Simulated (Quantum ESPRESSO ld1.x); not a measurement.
The numbers below are computed, except where a source is named.
Question: These are the eigenvalues of the occupied orbitals of an atom or ion with whole-number occupations (hartree). Level of theory: non-relativistic Kohn-Sham, LDA (Slater exchange, Perdew-Zunger correlation), spin-polarised, spherical densities, point nucleus (ld1.x of Quantum ESPRESSO 7.5).

orbital  eigenvalue
1s up     -257.6355
1s down   -257.6275
2s up      -32.9287
2s down    -32.8109
2p up      -28.9135
2p down    -28.8204
3p up       -5.1836
3p down     -4.9594
3d up       -3.1896
4p up       -1.5977

Which element is it, and in what charge state? The configuration may be excited. Open shells, if any, are filled with parallel spins first.

Answer: Z = 26, iron, charge +4: Fe4+ in [Ne] 3p6 3d4 4p2. The list shows which subshells hold electrons but not how many an open one holds; the 1s level, -257.64 hartree, gives Z - s = 22.7 by -(Z - s)^2/2, which with screening narrows Z to a few neighbours, and the depths of the outer levels then fix element, charge and occupations together.
